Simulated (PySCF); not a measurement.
# Spin states of NaTl⁺

Unrestricted PBE0; PySCF, scalar-relativistic core potentials, basis sets Na aug-cc-pVDZ, Tl aug-cc-pVDZ-PP with ECP60. Outer shells of the fragments: Na+ closed shells only; Tl 5d10 6s2 6p1.

Followed along the bond (rough minima from three points):

| 2Ms+1 | unpaired | ⟨S²⟩ at the start | R at minimum (Å) | Te (eV) |
| --- | --- | --- | --- | --- |
| 2 | σ ↑ | 0.75 | 3.62 | 0.00 |
| 2 | π ↑ | 0.75 | 3.56 | 1.13 |
| 4 | σ ↑↑, π ↑ | 3.75 | 3.57 | 6.31 |

Solutions found at the starting distance of 3.105 Å, counted from the lowest of them; the search is not exhaustive and high or unbound solutions are not listed, so other states can lie among these:

| 2Ms+1 | unpaired | term | E (eV) | ⟨S²⟩ | ⟨Lz²⟩ | μ (D) |
| --- | --- | --- | --- | --- | --- | --- |
| 2 | σ ↑ | ²Σ⁺ | 0.00 | 0.75 | 0.00 | -8.01 |
| 2 | π ↑ | ²Π | 1.04 | 0.75 | 1.00 | -10.17 |
| 2 | δ ↑ | ²Δ | 5.77 | 0.75 | 4.00 | -6.47 |
| 4 | σ ↑↑, π ↑ | ⁴Π | 6.30 | 3.75 | 1.01 | -8.93 |
| 4 | σ ↑, π ↑↑ | ⁴Σ⁻ | 7.24 | 3.75 | 0.00 | -10.29 |
| 4 | σ ↑↑↑ | ⁴Σ⁺ | 9.27 | 3.75 | 0.00 | 0.62 |

A term symbol is given only where ⟨S²⟩ and ⟨Lz²⟩ are close to those of a pure state; real π, δ and φ orbitals otherwise mix terms. A positive dipole points towards Tl; it is taken about the centre of mass and depends on that origin.

**Question.** Compare the gap between the two lowest followed solutions at the starting distance with the gap between their minima.

**Answer.** At PBE0 the second solution (doublet, unpaired electrons π ↑) lies +1.04 eV from the first (doublet, unpaired electrons σ ↑) at 3.105 Å and +1.13 eV at the minima; the two curves relax by different amounts, since their minima lie near 3.56 and 3.62 Å.

These are scalar-relativistic numbers at best; spin–orbit coupling would shift them, the dissociation energy most. Counting both spins, an empty level lies below a filled one in some of these solutions, because spin and occupation are held.
